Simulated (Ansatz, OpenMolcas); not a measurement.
**InPH6 (SMILES [PH3+][InH3-]): methods side by side**

InPH6: 8 atoms, total charge 0, spin state singlet. SMILES: `[PH3+][InH3-]`. Geometry: relaxed at PBE0-D4/def2-TZVP.

```xyz
8

P    -0.5933    0.0626   -1.0266
In    0.8220   -0.0999    1.3628
H    -1.9975   -0.0772   -1.0218
H    -0.3189   -0.8557   -2.0621
H    -0.5268    1.2405   -1.8008
H     0.0233    1.2408    2.1119
H     2.3761    0.1407    0.6389
H     0.3074   -1.7088    1.7418
```

Quantity: the energy change with the In2–H8 bond stretched from 1.731 to 2.597 Å, in eV. The values are calculated.

| level | kind | program | value (eV) | CPU time (all runs) |
| --- | --- | --- | --- | --- |
| SVWN5/def2-SVP (core potential) (restricted) | LDA | OpenMolcas | 1.59 | 24 s |
| PBE/def2-SVP (core potential) (restricted) | GGA | OpenMolcas | 1.47 | 36 s |
| r2SCAN/def2-SVP (core potential) (restricted) | meta-GGA | OpenMolcas | 1.62 | 44 s |
| B3LYP/def2-SVP (core potential) (restricted) | global hybrid | OpenMolcas | 1.56 | 32 s |
| wB97M-V/def2-SVP (core potential) (restricted) | range-separated hybrid | Ansatz | 1.75 | 75 s |
| wB97X/def2-SVP (core potential) (restricted) | range-separated hybrid | Ansatz | 1.75 | 39 s |
| PBE-QIDH/def2-SVP (core potential) (restricted) | double hybrid | Ansatz | 1.78 | 18 s |
| MP2/def2-SVP (core potential) (restricted) | perturbation theory | Ansatz | 1.77 | 4.1 s |
| CCSD/def2-SVP (core potential) (restricted) | coupled cluster or CI | Ansatz | 1.60 | 14 s |

The first shape isn't each level's own minimum. The values span 1.47 to 1.78 eV. In the correlated wave-function rows the outer d shell of In is correlated, in sets not made for it. CPU times are rough (shared hosts, several kinds of processor and program).
